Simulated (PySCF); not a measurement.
WCl4H2, SMILES [Cl][WH2]([Cl])([Cl])[Cl], multiplicity 1.

Geometry: B3LYP-D3(BJ)/def2-SVP. The spin state was assumed, not searched. The structure was generated by enumeration; whether it is a known compound was not checked. The def2 effective core potentials stand for the cores of W; spin–orbit coupling is left out.

These are PBE/def2-TZVP run with PySCF values and carry that method's errors.

Symmetry labels are those of the subgroup C2v that the program uses (full group C2v).

Computed valence orbital energies around the gap with their symmetry:
```csv
orbital,symmetry,energy (eV)
HOMO−7,B2,-9.60
HOMO−6,B1,-9.45
HOMO−5,A1,-8.96
HOMO−4,B1,-8.35
HOMO−3,A1,-8.25
HOMO−2,B2,-8.20
HOMO−1,A2,-7.92
HOMO,B1,-7.05
LUMO,B2,-5.27
LUMO+1,A2,-5.08
LUMO+2,A1,-3.82
LUMO+3,A1,-1.56
```
